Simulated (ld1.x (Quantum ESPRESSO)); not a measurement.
ruthenium: excitation energies, all-electron against RRKJ

* Element: Ru (Z = 44)
* Generator: ld1.x (Quantum ESPRESSO) 7.5
* Type: norm-conserving RRKJ (Kleinman–Bylander form)
* Functional: PBE
* Relativity: scalar-relativistic
* Frozen core: [Ar] 3d10 4s2
* Valence charge: 14
* Reference configuration: 4p6 4d7.5 5s0.5 5p0
* Partial waves: 4p (bound): rc 1.80 bohr; 4d (bound): rc 2.15 bohr; 5s (bound): rc 3.05 bohr
* Local potential: the s channel
* Core correction: a·sin(br)/r model core inside 1.40 bohr

Energies are relative to the spin-unpolarised reference configuration 4p6 4d7.5 5s0.5 5p0; without spin polarisation the order of configurations can differ from experiment. The frozen-core shift is the all-electron ΔE with the core orbitals held at their reference shape minus the fully relaxed ΔE.

| valence configuration | charge | ΔE all-electron (eV) | error AE − PS (meV) | frozen-core shift (meV) |
| --- | --- | --- | --- | --- |
| 4p6 4d7 5s1 5p0 | 0 | 0.317 | -9.2 | -0.8 |
| 4p6 4d6 5s0 5p0 | +2 | 25.796 | -141 | +7.6 |
| 4p6 4d8 5s0 5p0 | 0 | -0.015 | -9.8 | +1.9 |
| 4p6 4d6 5s1 5p1 | 0 | 5.971 | -712 | +4.8 |
| 4p6 4d6 5s2 5p0 | 0 | 2.018 | -91 | +4.6 |
| 4p6 4d4 5s0 5p0 | +4 | 100.931 | -838 | +151 |

**Question.** What are ΔE and the potential's error for 4p6 4d7 5s0 5p0?

**Answer.** ΔE = 7.610 eV all-electron; the error (AE − PS) is -13 meV.

These tests converged, but a pseudo level misses the all-electron one widely, so the file describes the atom poorly there or has found another state: 4p6 4d4 5s0 5p0: empty 5p by 3.7 eV (a node warning on the way). A variational frozen-core shift is positive and of second order in the change. This column holds negative values, so the frozen-core run of ld1.x carries numerical noise or an error of first order here, and the column gives no more than the rough size of the effect.
